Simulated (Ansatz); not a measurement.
Results of the Gaussian-basis code of Ansatz.

A structure relaxed at PBE0-D4/def2-TZVP, charge 0, multiplicity 1:

```tsv
atom	x (Å)	y (Å)	z (Å)
C1	0.945	-0.408	1.316
Nb2	0.212	0.139	-0.639
N3	-0.379	-1.362	-1.301
N4	-1.390	1.232	-0.348
F5	1.614	0.958	-1.607
H6	0.193	-0.929	1.912
H7	1.809	-1.073	1.204
H8	1.266	0.488	1.861
H9	-0.578	-2.211	-1.807
H10	-1.348	2.201	-0.056
H11	-2.344	0.965	-0.534
```

(1) Give its formula and SMILES.

(2) Summarise the bond lengths by kind.

## Answers

(1) CH6FN2Nb, `[CH3][Nb](=[NH])([NH2])[F]`.

(2) 1 × C–Nb 2.158 Å; 3 × C–H 1.092 to 1.097 Å; 2 × N–Nb 1.744 to 1.961 Å; 1 × F–Nb 1.891 Å; 3 × H–N 1.008 to 1.012 Å.
